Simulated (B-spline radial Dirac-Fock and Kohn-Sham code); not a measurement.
**Electron momentum distribution of Cs³³⁺: Compton profiles**

System: the Cs³³⁺ ion, [Ar] 3d4.

Input file task.json (cfg lists n, l and occupation; rrms is the nuclear radius in fm):

```json
{"items": [{
  "Z": 55,
  "q": 33,
  "cfg": [[1, 0, 2], [2, 0, 2], [2, 1, 6], [3, 0, 2], [3, 1, 6], [3, 2, 4]],
  "A": 133,
  "rrms": 4.8041,
  "do": ["scatter"],
  "s": [0.0, 0.05, 0.1, 0.15, 0.2, 0.25, 0.3, 0.35, 0.4, 0.45, 0.5, 0.6, 0.7, 0.8, 0.9, 1.0, 1.1, 1.2, 1.4, 1.6, 1.8, 2.0, 2.5, 3.0, 3.5, 4.0, 5.0, 6.0],
  "pz": [0, 0.1, 0.14, 0.21, 0.3, 0.44, 0.64, 0.92, 1.3, 1.9, 2.8, 4.1, 5.9, 8.5, 12.0, 18.0, 26.0, 37.0, 54.0, 79.0, 110.0],
  "hv_scatter": [1000, 2000, 10000, 20000, 100000, 200000, 500000, 1000000]
}]}
```

Command: `python xray_run.py task.json out`

Model: the impulse approximation on configuration-average Dirac-Fock orbitals. Program: a radial B-spline solver. pz is in atomic units of momentum; subshell profiles are per electron, for a selection of subshells; open shells are spread over both j values by their weights.

```tsv
pz	J total	J 2p1/2	J 3p3/2	J 3d3/2	J 3d5/2
0	1.086	0.0257	0.0671	0.0439	0.0443
0.44	1.083	0.0257	0.0671	0.0439	0.0443
0.64	1.080	0.0257	0.0671	0.0439	0.0443
0.92	1.074	0.0257	0.0671	0.0439	0.0443
1.3	1.063	0.0257	0.0669	0.0439	0.0443
1.9	1.037	0.0257	0.0664	0.0439	0.0443
2.8	0.9805	0.0257	0.0641	0.0438	0.0442
4.1	0.8704	0.0255	0.0566	0.0432	0.0436
5.9	0.6914	0.0251	0.0395	0.0403	0.0406
8.5	0.4629	0.0236	0.0162	0.0310	0.0310
12	0.2779	0.0201	0.00405	0.0164	0.0162
18	0.1368	0.0124	0.00281	0.00389	0.00373
26	0.05961	0.00514	0.00149	0.000539	0.000500
37	0.02286	0.00139	0.000367	4.97e-05	4.39e-05
54	0.007174	0.000220	4.66e-05	2.69e-06	2.19e-06
79	0.001857	2.59e-05	4.12e-06	< 1e-6	< 1e-6
110	0.0004883	3.71e-06	< 1e-6	< 1e-6	< 1e-6
```

J(0) = 1.086. The 3p3/2 subshell gives the largest part, 25 %.

Mean momentum ⟨p⟩ by subshell (a.u.): 1s1/2 51.5, 2s1/2 18.4, 2p1/2 24.5, 2p3/2 23.1, 3s1/2 9.79, 3p1/2 11.6, 3p3/2 11.2, 3d3/2 13.4, 3d5/2 13.3.

Values without a named source are computed, but for edge energies of neutral atoms, which are taken from tables.
